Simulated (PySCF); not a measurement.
Input for PySCF: R-B3LYP/3-21G on C2H5FO (a complex).

```python
from pyscf import gto, scf, dft, mp
from pyscf.data.elements import chemcore

mol = gto.M(
    atom='''
    C     0.16294404   -0.26083663   -0.45663354
    F     0.45127305    1.04163771   -0.03604718
    H     1.00099381   -0.62231485   -1.05313360
    H     0.02099562   -0.88177696    0.42650337
    H    -0.74462811   -0.23349629   -1.06025804
    C     0.28655773    0.39247349    3.17832215
    O     0.03379114   -0.75418403    2.92003180
    H     0.35901802    0.74636071    4.22501922
    H     0.45754187    1.14271923    2.38728970
    ''',
    basis='3-21g',
    charge=0, spin=0, verbose=3, max_memory=1800)
mf = dft.RKS(mol, xc='b3lyp')
mf.conv_tol = 1e-8
mf.max_cycle = 100
mf.kernel()
if not mf.converged:
    mf = mf.newton().run(mf.mo_coeff, mf.mo_occ)
```

It printed:

```
converged SCF energy = -252.84539557716
```

The run converged.

Cost: very roughly 3 core-seconds.
